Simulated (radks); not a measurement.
All-electron atom: Ce18+ in [Kr] 4d4. All-electron calculation, scalar-relativistic Kohn-Sham, SCAN, spin-polarised, spherical densities, finite nucleus; open shells are filled with parallel spins first (spin-orbit coupling, left out, can overturn this in heavy ions); meta-GGA in the generalised Kohn-Sham scheme; Fermi nuclear charge, rms radius 4.8771 fm. Program: a radial shooting solver on a logarithmic mesh with Libxc functionals.

Unscreened Slater integrals over Kohn-Sham orbitals (cm^-1). They are taken over the spin-up orbitals.

integral,value
"F0(4d,4d)",300410
"F2(4d,4d)",154860
"F4(4d,4d)",105110
"F0(4d,4p)",306100
"F2(4d,4p)",158980
"G1(4d,4p)",200690
"G3(4d,4p)",127480
"F0(4d,4s)",311490
"G2(4d,4s)",157500
"F0(4d,3d)",389920
"F2(4d,3d)",103550
"F4(4d,3d)",50232
"G0(4d,3d)",33587
"G2(4d,3d)",41224
"G4(4d,3d)",32053
"F0(4p,4p)",312640
"F2(4p,4p)",165120
"F0(4p,4s)",318350
"G1(4p,4s)",217510
"F0(4p,3d)",398840
"F2(4p,3d)",106730
"G1(4p,3d)",34472
"G3(4p,3d)",34325
"F0(4s,4s)",324560
"F0(4s,3d)",409750
"G2(4s,3d)",35990
"F0(3d,3d)",791370
"F2(3d,3d)",399950
"F4(3d,3d)",256510

Derived for the open shells (J is the average intra-shell exchange parameter used in DFT+U). 4d: Racah B = F2/49 - 5 F4/441 = 1969 cm^-1, C = 35 F4/441 = 8342 cm^-1, C/B = 4.24, F4/F2 = 0.679, J = (F2 + F4)/14 = 18570 cm^-1.
